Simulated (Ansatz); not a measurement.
Geometry optimisation, RHF/def2-SVP (Ansatz 0.2.0).

Input file:

```yaml
crystal:
  periodic: [false, false, false]
  atoms:
    - { symbol: Zr, position_ang: [0.0, 0.0, 0.0] }
    - { symbol: Cl, position_ang: [0.0, 0.0, 2.52] }
    - { symbol: "N", position_ang: [2.084, 0.0, -0.7359] }
    - { symbol: H, position_ang: [2.5823, -0.918, -0.9166] }
    - { symbol: H, position_ang: [2.5853, 0.918, -0.9082] }
    - { symbol: Cl, position_ang: [-1.1869, 2.0563, -0.8392] }
    - { symbol: F, position_ang: [-0.9326, -1.6157, -0.6593] }
basis:
  gaussian: { orbitals: def2-SVP }
hamiltonian:
  xc: hf
relax:
  f_tol: 0.02
  max_steps: 40
```

Command:

```bash
$ ansatz run input.yaml --threads 1 --pin off --max-ram 2048MiB --backend cpu --events-out ev --progress --plain --runs-dir out
```

Task: Where does it end, and by what steps?

Result: The forces met the threshold. The force dipped under the threshold on the way, but the program's further checks kept it going. After 15 steps the energy has fallen by 1.053 eV; H4 moved furthest, 0.44 Å.

| step | energy less start (eV) | largest force component (eV/Å) | accepted |
| --- | --- | --- | --- |
| 0 | 0.0000 | 2.480 | yes |
| 1 | -0.8962 | 2.522 | yes |
| 2 | -1.0425 | 0.255 | yes |
| 3 | -1.0421 | 0.267 | no |
| 4 | -1.0473 | 0.113 | yes |
| 5 | -1.0487 | 0.075 | yes |
| 6 | -1.0497 | 0.261 | yes |
| 7 | -1.0517 | 0.042 | yes |
| 8 | -1.0528 | 0.012 | yes |
| 9 | -1.0460 | 0.493 | no |
| 10 | -1.0532 | 0.043 | yes |
| 11 | -1.0531 | 0.073 | no |
| 12 | -1.0534 | 0.019 | yes |
| 13 | -1.0534 | 0.026 | yes |
| 14 | -1.0535 | 0.020 | yes |
| 15 | -1.0535 | 0.006 | yes |

```xyz
7
Properties=species:S:1:pos:R:3
Zr 0.041 0.017 0.003
Cl 0.053 0.135 2.386
N 1.924 0.001 -0.680
H 2.329 -0.742 -1.225
H 2.620 0.716 -0.543
Cl -1.109 1.919 -0.866
F -0.726 -1.605 -0.613
```

Whether the end is a true minimum wasn't checked by a vibrational analysis.

Time of the run: 45 s on 1 thread of Arm Neoverse V2 (shared host), peak memory 0.22 GiB.
